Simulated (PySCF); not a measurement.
A run for PySCF: R-HF/3-21G on H4N2Si (a complex), monomers drawn apart or pushed together.

```python
from pyscf import gto, scf, dft, mp
from pyscf.data.elements import chemcore

mol = gto.M(
    atom='''
    Si    0.08239804    0.14867877   -0.18988547
    H     0.40019021    0.40686792   -1.61320902
    H     0.25770536    1.39730094    0.58513241
    H     0.99600643   -0.89067755    0.33497048
    H    -1.31753616   -0.31567494   -0.07435718
    N     0.00243657   -0.32274327    3.94294042
    N    -0.36781652   -0.33536862    2.91702940
    ''',
    basis='3-21g',
    charge=0, spin=0, verbose=3, max_memory=1800)
mf = scf.RHF(mol)
mf.conv_tol = 1e-8
mf.max_cycle = 100
mf.kernel()
if not mf.converged:
    mf = mf.newton().run(mf.mo_coeff, mf.mo_occ)
```

### Question
What total energy does the run end on?

### Answer
-397.9892 hartree.
